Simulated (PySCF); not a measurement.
Several molecules and their computed UV-vis stick spectra, shuffled. The calculation used TDDFT B3LYP/def2-SVPD, vertical, gas phase, core orbitals frozen in the response (PySCF 2.14.0, density-fitted response routines). Geometries: PBE0-D3(BJ)/def2-SVP; one conformer of each isolated species. Triplets are in the Tamm–Dancoff approximation. Relativistic effects are left out although some hold elements past zinc.

A. `[Br][Ge][Br]`
B. `FB(Cl)F`
C. `C1CCC2(C1)CCC2`

Lowest singlet levels (six at most, fewer where fewer were computed) with oscillator strengths:

1. 164 nm (f 0.000); 148 nm (f 0.043); 144 nm (f 0.116); 141 nm (f 0.056); 127 nm (f 0.006); 124 nm (f 0.003); T1 7.40 eV
2. 166 nm (f 0.018); 162 nm (f 0.036); 160 nm (f 0.017); 156 nm (f 0.013); 155 nm (f 0.002); 153 nm (f 0.014); T1 7.35 eV
3. 370 nm (f 0.007); 357 nm (f 0.000); 290 nm (f 0.041); 259 nm (f 0.007); 248 nm (f 0.005); 221 nm (f 0.000); T1 2.55 eV

**Question.** Which spectrum belongs to which structure?

**Answer.** 1 = B, 2 = C, 3 = A.
- A: S1 at 3.35 eV, HOMO→LUMO (99%); Löwdin shares by element: HOMO bromine 63%, germanium 37%; LUMO germanium 69%, bromine 31%; HOMO -7.70 and LUMO -3.48 eV; point group C2v, 2 of its 6 listed states under f = 0.0005.
- B: S1 at 7.58 eV, HOMO→LUMO (100%); Löwdin shares by element: HOMO chlorine 85%, fluorine 8%, boron 6%; LUMO boron 44%, fluorine 33%, chlorine 23%; HOMO -9.70 and LUMO -0.65 eV; point group C2v, 1 of its 6 listed states under f = 0.0005.
- C: S1 at 7.45 eV, HOMO→LUMO (98%); Löwdin shares by element: HOMO carbon 65% or more (atoms not listed hold the other 35%); LUMO carbon 30% or more (atoms not listed hold the other 70%); HOMO -7.92 and LUMO 0.38 eV.
B and C have S1 within 0.13 eV of each other; their strongest listed levels stand at 8.62 eV (f 0.116) and 7.63 eV (f 0.036).
